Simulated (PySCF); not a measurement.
Species: C7H13FSi.
Numbering: `[CH2:1]=[CH:2][C@@H:3]1[CH2:4][C@@H:5]([F:6])[CH2:7][CH2:8][SiH2:9]1` (hydrogens: H10, H11 on C1; H12 on C2; H13 on C3; H14, H15 on C4; H16 on C5; H17, H18 on C7; H19, H20 on C8; H21, H22 on Si9)

The same species was optimised twice, with GFN2-xTB and with PBE0-D3(BJ)/def2-SVP (PySCF), and the same property calculations (PySCF, gas phase) were run on both structures.

```json
{"coordinate": "C1=C2 (Å)", "GFN2-xTB": "1.321", "PBE0-D3(BJ)/def2-SVP": "1.336", "change": "+0.015"}
{"coordinate": "C8–Si9 (Å)", "GFN2-xTB": "1.899", "PBE0-D3(BJ)/def2-SVP": "1.886", "change": "-0.013"}
{"coordinate": "C3–Si9 (Å)", "GFN2-xTB": "1.912", "PBE0-D3(BJ)/def2-SVP": "1.901", "change": "-0.011"}
{"coordinate": "C4–C5 (Å)", "GFN2-xTB": "1.528", "PBE0-D3(BJ)/def2-SVP": "1.522", "change": "-0.006"}
{"coordinate": "C5–C7 (Å)", "GFN2-xTB": "1.528", "PBE0-D3(BJ)/def2-SVP": "1.522", "change": "-0.006"}
{"coordinate": "C3–C4 (Å)", "GFN2-xTB": "1.533", "PBE0-D3(BJ)/def2-SVP": "1.537", "change": "+0.004"}
{"coordinate": "C2–C3 (Å)", "GFN2-xTB": "1.489", "PBE0-D3(BJ)/def2-SVP": "1.493", "change": "+0.004"}
{"coordinate": "C7–C8 (Å)", "GFN2-xTB": "1.528", "PBE0-D3(BJ)/def2-SVP": "1.531", "change": "+0.003"}
{"coordinate": "C5–F6 (Å)", "GFN2-xTB": "1.387", "PBE0-D3(BJ)/def2-SVP": "1.388", "change": "+0.001"}
{"coordinate": "C2–C3–C4 (°)", "GFN2-xTB": "111.0", "PBE0-D3(BJ)/def2-SVP": "112.6", "change": "+1.6"}
{"coordinate": "C3–Si9–C8 (°)", "GFN2-xTB": "103.0", "PBE0-D3(BJ)/def2-SVP": "104.5", "change": "+1.5"}
{"coordinate": "C1–C2–C3 (°)", "GFN2-xTB": "124.7", "PBE0-D3(BJ)/def2-SVP": "125.9", "change": "+1.2"}
{"coordinate": "C3–C4–C5 (°)", "GFN2-xTB": "113.6", "PBE0-D3(BJ)/def2-SVP": "114.6", "change": "+1.0"}
{"coordinate": "C5–C7–C8 (°)", "GFN2-xTB": "112.9", "PBE0-D3(BJ)/def2-SVP": "113.7", "change": "+0.8"}
{"coordinate": "C4–C5–F6 (°)", "GFN2-xTB": "109.1", "PBE0-D3(BJ)/def2-SVP": "108.4", "change": "-0.7"}
{"coordinate": "F6–C5–C7 (°)", "GFN2-xTB": "109.0", "PBE0-D3(BJ)/def2-SVP": "108.3", "change": "-0.7"}
{"coordinate": "C4–C5–C7 (°)", "GFN2-xTB": "115.0", "PBE0-D3(BJ)/def2-SVP": "115.7", "change": "+0.7"}
{"coordinate": "C1–C2–C3–C4 (°)", "GFN2-xTB": "-132", "PBE0-D3(BJ)/def2-SVP": "-131", "change": "+1"}
```

Rotational constants: A = 2053, B = 1032, C = 803.5 MHz (GFN2-xTB) against A = 2064, B = 1020, C = 797.7 MHz (PBE0-D3(BJ)/def2-SVP). Point groups within 0.08 Å: C1 and C1.

On the GFN2-xTB structure: HOMO (eV) -7.00 [PBE0/pcSseg-1]; LUMO (eV) 0.32 [PBE0/pcSseg-1]; dipole (D) 1.58 [PBE0/pcSseg-1]; GIAO shielding of C1 (ppm) 68.9 [PBE0/pcSseg-1]; GIAO shielding of C2 (ppm) 37.5 [PBE0/pcSseg-1]; GIAO shielding of C3 (ppm) 157.6 [PBE0/pcSseg-1]; GIAO shielding of C4 (ppm) 146.5 [PBE0/pcSseg-1]; GIAO shielding of C5 (ppm) 95.1 [PBE0/pcSseg-1]; GIAO shielding of F6 (ppm) 397.3 [PBE0/pcSseg-1]; GIAO shielding of C7 (ppm) 154.2 [PBE0/pcSseg-1]; GIAO shielding of C8 (ppm) 182.3 [PBE0/pcSseg-1].

Task: What do these properties become on the PBE0-D3(BJ)/def2-SVP structure?

Result: 
```csv
property,level,on GFN2-xTB,on PBE0-D3(BJ)/def2-SVP,change
HOMO (eV),PBE0/pcSseg-1,-7.00,-7.00,0.00
LUMO (eV),PBE0/pcSseg-1,0.32,0.23,-0.09
dipole (D),PBE0/pcSseg-1,1.58,1.55,-0.03
"energy, GFN2-xTB geometry as zero (kcal/mol)",PBE0/pcSseg-1,0.0,-1.2,-1.2
GIAO shielding of C1 (ppm),PBE0/pcSseg-1,68.9,64.8,-4.1
GIAO shielding of C2 (ppm),PBE0/pcSseg-1,37.5,35.4,-2.1
GIAO shielding of C3 (ppm),PBE0/pcSseg-1,157.6,158.1,+0.5
GIAO shielding of C4 (ppm),PBE0/pcSseg-1,146.5,146.0,-0.5
GIAO shielding of C5 (ppm),PBE0/pcSseg-1,95.1,95.0,-0.1
GIAO shielding of F6 (ppm),PBE0/pcSseg-1,397.3,394.1,-3.2
GIAO shielding of C7 (ppm),PBE0/pcSseg-1,154.2,153.6,-0.6
GIAO shielding of C8 (ppm),PBE0/pcSseg-1,182.3,181.1,-1.2
```

The heavy atoms differ by 0.018 Å rms after alignment. Among bonds between heavy atoms C1=C2 changes most (+0.015 Å). Changes are differences of the printed values. Neither structure is proved a minimum here.
